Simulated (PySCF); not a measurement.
# Working out the ionisation energy of K

K [Ar] 4s1 (2S) → K⁺ [Ar] (1S). Calculation: PySCF 2.14, in x2c-TZVPPall with one added diffuse shell each of s, p, d type (7s5p4d, 42 functions); scalar relativity by spin-free X2C-1e. Frozen: [Ne]. Energies in hartree (1 hartree = 27.21139 eV):

| part | K (lower) | K⁺ (upper) |
| --- | --- | --- |
| UHF | -601.449423 | -601.301565 |
| MP2 opposite-spin | -0.113527 | -0.108979 |
| MP2 same-spin | -0.046062 | -0.042046 |

Task: What does Hartree-Fock give?

Result: (-601.301565) − (-601.449423) = 0.147858 hartree = 4.023 eV.

Task: What do MP2 and SCS-MP2 (6/5 opposite-spin, 1/3 same-spin) give?

Result: The opposite-spin parts differ by 0.124 eV and the same-spin parts by 0.109 eV. MP2: 4.023 + (0.124) + (0.109) = 4.256 eV. SCS-MP2: 4.023 + 1.2 × (0.124) + (0.109)/3 = 4.208 eV.

Measured between the centres of the two terms (NIST): 4.341 eV, so MP2 (valence and next inner shell) is off by -0.085 eV.

What remains against the reference includes basis incompleteness, the frozen core and correlation beyond second order.
